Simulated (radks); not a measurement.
The numbers below are computed, except where a source is named.
Species: the chromium ion Cr+. Configuration: [Ar] 3d4 6p1 (not the ground configuration). Code: a radial shooting solver on a logarithmic mesh with Libxc functionals. Model: non-relativistic Kohn-Sham, TPSS, spin-polarised, spherical densities, point nucleus; open shells are filled with parallel spins first; meta-GGA in the generalised Kohn-Sham scheme.

X-ray form factor f0, the Fourier transform of the density (f0(0) = 23):

| sin(theta)/lambda (1/angstrom) | f0 (electrons) |
|---|---|
| 0.05 | 21.665 |
| 0.1 | 20.873 |
| 0.15 | 19.608 |
| 0.2 | 18.118 |
| 0.25 | 16.525 |
| 0.3 | 14.975 |
| 0.4 | 12.258 |
| 0.5 | 10.198 |
| 0.6 | 8.756 |
| 0.8 | 7.092 |
| 1 | 6.135 |
| 1.25 | 5.135 |
| 1.5 | 4.187 |
| 2 | 2.695 |
